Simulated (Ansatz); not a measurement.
A run on C6H9OSc (`[CH3][Sc]1234([OH])[C@H]5[C@@H]1[C@@H]2[C@@H]3[C@H]54`) with other settings.

```yaml
crystal:
  periodic: [false, false, false]
  atoms:
    - {symbol: C, position_ang: [0.498915, -2.377113, -0.382698]}
    - {symbol: Sc, position_ang: [0.775720, -0.191089, -0.388563]}
    - {symbol: O, position_ang: [2.401268, 0.312820, -1.149095]}
    - {symbol: C, position_ang: [-1.502434, 0.759919, -0.500232]}
    - {symbol: C, position_ang: [-0.610638, 1.847596, -0.358583]}
    - {symbol: C, position_ang: [-0.009353, 1.751624, 0.911443]}
    - {symbol: C, position_ang: [-0.530668, 0.605109, 1.553692]}
    - {symbol: C, position_ang: [-1.460821, -0.001504, 0.685635]}
    - {symbol: H, position_ang: [0.371962, -2.779655, 0.631268]}
    - {symbol: H, position_ang: [-0.392339, -2.688747, -0.943720]}
    - {symbol: H, position_ang: [1.359234, -2.889703, -0.829843]}
    - {symbol: H, position_ang: [3.191571, 0.702529, -1.510098]}
    - {symbol: H, position_ang: [-2.118352, 0.552235, -1.364770]}
    - {symbol: H, position_ang: [-0.414623, 2.612707, -1.096349]}
    - {symbol: H, position_ang: [0.727008, 2.431088, 1.316802]}
    - {symbol: H, position_ang: [-0.268094, 0.256952, 2.543479]}
    - {symbol: H, position_ang: [-2.018356, -0.904769, 0.881622]}
basis:
  gaussian: {orbitals: def2-TZVPD, point_charges: [{charge: 1.00, position_ang: [6.070, -0.267, 0.288]}]}
total_charge: 1
magnetization: {spin_polarized: true, initial_magnetization: 1}
hamiltonian: {xc: {name: revPBE0}, dispersion: d4}
scf: {lower_state_search: off}
output: {forces: true}
```

```sh
$ ansatz run in.yaml --threads 2 --pin off --events-out ev --progress --plain --max-ram 20480MiB --backend cuda --devices 0, --max-vram 18GiB
```

It prints (some lines left out):

```
Functional definition: revPBE0
2247 factors; their error is unknown
mean field evaluation 1: about -29076.3947 eV, gradient 8.1e1 eV
mean field evaluation 2: about -28795.3411 eV, gradient 2.8e2 eV
mean field evaluation 4: about -29098.4346 eV, gradient 3.5e1 eV
mean field evaluation 8: about -29104.5097 eV, gradient 1.0e0 eV
mean field evaluation 16: about -29104.5530 eV, gradient 4.3e-2 eV
mean field evaluation 32: about -29104.5530 eV, gradient 2.5e-4 eV
mean field -29104.55296818 eV, -1069.5725938059 hartree, gradient 6.0e-6 eV, S^2 0.768093; 0 other end points of the search recorded, 0 dependent functions left out
reference -29104.55302466 eV, -1069.5725958818 hartree; 37, 36 occupied and 354, 355 virtual orbitals, 2247 factors
Total energy: -29105.48497552 eV, -1069.6068444441 hartree
Atom 0 at     0.498915    -2.377113    -0.382698 Å, force     0.284972    -2.736713    -0.234603 eV/Å
Atom 1 at     0.775720    -0.191089    -0.388563 Å, force    -0.620454     0.891407     0.008649 eV/Å
Atom 2 at     2.401268     0.312820    -1.149095 Å, force     0.058429    -0.379975     0.545926 eV/Å
Atom 3 at    -1.502434     0.759919    -0.500232 Å, force     0.103819     0.193664    -0.611798 eV/Å
Atom 4 at    -0.610638     1.847596    -0.358583 Å, force    -0.545439    -0.246986    -1.097030 eV/Å
Atom 5 at    -0.009353     1.751624     0.911443 Å, force     0.495671    -0.467551     1.104658 eV/Å
Atom 6 at    -0.530668     0.605109     1.553692 Å, force     0.687990     0.205309     0.364961 eV/Å
Atom 7 at    -1.460821    -0.001504     0.685635 Å, force    -0.338930     0.128707     0.058295 eV/Å
Atom 8 at     0.371962    -2.779655     0.631268 Å, force     0.103852     0.772844     0.366569 eV/Å
Atom 9 at    -0.392339    -2.688747    -0.943720 Å, force    -0.154373     0.818934    -0.253398 eV/Å
Atom 10 at     1.359234    -2.889703    -0.829843 Å, force     0.160086     0.425557    -0.096415 eV/Å
Atom 11 at     3.191571     0.702529    -1.510098 Å, force    -0.177715     0.238152    -0.313451 eV/Å
Atom 12 at    -2.118352     0.552235    -1.364770 Å, force    -0.043997     0.048798    -0.009563 eV/Å
Atom 13 at    -0.414623     2.612707    -1.096349 Å, force    -0.059381     0.054315    -0.014706 eV/Å
Atom 14 at     0.727008     2.431088     1.316802 Å, force    -0.051432     0.064964     0.052672 eV/Å
Atom 15 at    -0.268094     0.256952     2.543479 Å, force    -0.044168     0.050490     0.055716 eV/Å
Atom 16 at    -2.018356    -0.904769     0.881622 Å, force    -0.101438    -0.030686     0.041005 eV/Å
Dipole moment:    -0.464166    -0.318879     0.025924 e Å
Checks for a lower state left out: stability, starts, cluster_reference, orbital_swaps, neighbouring_geometries, increment
```

It took 5.5 s on 2 threads of an AMD EPYC 7R13 on a shared host and a share of an NVIDIA H100 80 GB, with 1.1 GiB of host memory at the peak.
